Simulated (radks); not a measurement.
Results of a calculation; reference values are marked as such.
Question: These are the eigenvalues of the occupied orbitals of an atom or ion with whole-number occupations (eV). Level of theory: Dirac Kohn-Sham, PBE, spin-unpolarised, spherical densities, point nucleus (a radial shooting solver on a logarithmic mesh with Libxc functionals).

1s1/2: -34381.28
2s1/2: -5377.348
2p1/2: -5053.911
2p3/2: -4729.263
3s1/2: -1126.664
3p1/2: -992.2788
3p3/2: -930.6102
3d3/2: -694.2563
3d5/2: -681.2235
4s1/2: -230.5991
4p1/2: -183.0096
4p3/2: -170.6941
4d3/2: -93.6785
4d5/2: -91.6799
5s1/2: -50.0044
5p1/2: -37.9299
5p3/2: -36.2335

Which element is it, and in what charge state? The configuration may be excited. Open shells, if any, fill j = l - 1/2 first.

Answer: Z = 54, xenon, charge +3: Xe3+ in [Kr] 4d10 5s2 5p3. The list shows which subshells hold electrons but not how many an open one holds; the 1s level, -1263.5 hartree, gives Z - s = 50.3 by -(Z - s)^2/2, which with screening and relativity narrows Z to a few neighbours, and the depths of the outer levels then fix element, charge and occupations together.
